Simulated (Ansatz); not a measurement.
Consider the hydrogen abstraction from the O–H bond: `O[Si](F)(F)F` + `[CH3]`• → `[O][Si](F)(F)F`• + CH₄.

Calculated with Ansatz (gas phase, PBE0-D4/def2-TZVP geometries, no zero-point term in ΔE). CBS: MP2 limit from def2 TZ/QZ plus the TZ coupled-cluster correction, frozen cores. This one scheme is used for every species. Functionals use def2-TZVPP. B3LYP here is the variant with VWN-RPA as its local correlation; programs differ in this. No spin–orbit coupling; open shells (•) take unrestricted orbitals. One conformer a species, not always the lowest.

| level | ΔE (kJ/mol) | difference from CCSD(T)/CBS |
| --- | --- | --- |
| r2SCAN-D4 | 84.5 | -5.8 |
| PBE0-D4 | 78.7 | -11.6 |
| B3LYP-D4 | 75.5 | -14.8 |
| ωB97X-V | 73.0 | -17.3 |
| BHLYP | 68.7 | -21.6 |
| CAM-B3LYP | 79.6 | -10.7 |
| LC-ωPBE | 85.1 | -5.2 |
| RPA@PBE/def2-TZVPP | 68.5 | -21.8 |
| HF/def2-TZVPP | 47.6 | -42.7 |
| MP2/CBS(def2) | 110.7 | 20.4 |
| CCSD(T)/CBS | 90.3 | 0 |

What do rigid-rotor, harmonic-oscillator terms from PBE0-D4/def2-TZVP frequencies (298.15 K, 1 bar) make of the CCSD(T)/CBS value? (Estimate.)

The calculation gave: ΔZPE = +8.4 kJ/mol, ΔH = +97.2 kJ/mol, ΔS = -6 J/(mol·K), ΔG = +99.1 kJ/mol. Open shells count their whole term as degenerate.

Largest T1 diagnostic among the species: 0.012.

Leaving LDA and LC-ωPBE aside and taking each functional with its dispersion term where it has one, the values, not all of them listed here, spread over 19.3 kJ/mol, from B97M-V to PBE-QIDH. LDA lies +21.9 kJ/mol from PBE without D4. In def2-TZVPP, CCSD(T) changes the Hartree–Fock value by +35.3 kJ/mol (the triples alone add +2.0 kJ/mol) and MP2 by +55.7 kJ/mol. At CCSD(T), def2-SVP lies −20.1 kJ/mol from the extrapolated value and def2-TZVPP −7.3 kJ/mol.
